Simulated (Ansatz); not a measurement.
Start from `[NH2][AlH][CH]=O` and change one element to get `[NH2][GaH][CH]=O`.

Ansatz, PBE0-D4/def2-TZVP geometries, multiplicity 1. Each molecule was computed in one conformer, which needn't be the lowest.

Scalar relativity is left out up to krypton.

| property | `[NH2][AlH][CH]=O` |
| --- | --- |
| LUMO energy (PBE0/def2-TZVPP) / eV | -1.94 |
| HOMO–LUMO gap (ωB97M-V/def2-TZVPP) / eV | 8.82 |
| zero-point energy (PBE0-D4/def2-TZVP) / kJ/mol | 132.0 |
| LUMO energy (PBE/def2-TZVPP) / eV | -2.94 |
| HOMO–LUMO gap (PBE0/def2-TZVPP) / eV | 4.52 |
| ideal-gas entropy at 298 K and 1 bar (rigid rotor, harmonic PBE0-D4/def2-TZVP) / J/(mol·K) | 320 |

(1) Give the same properties after the change, and the shifts. (Best estimate.)

Results:

(1) Ansatz gave: 
| property | `[NH2][GaH][CH]=O` | shift |
| --- | --- | --- |
| LUMO energy (PBE0/def2-TZVPP) / eV | -1.96 | -0.02 |
| HOMO–LUMO gap (ωB97M-V/def2-TZVPP) / eV | 8.87 | 0.05 |
| zero-point energy (PBE0-D4/def2-TZVP) / kJ/mol | 131.4 | -0.6 |
| LUMO energy (PBE/def2-TZVPP) / eV | -2.94 | 0.00 |
| HOMO–LUMO gap (PBE0/def2-TZVPP) / eV | 4.59 | 0.07 |
| ideal-gas entropy at 298 K and 1 bar (rigid rotor, harmonic PBE0-D4/def2-TZVP) / J/(mol·K) | 332 | 12 |
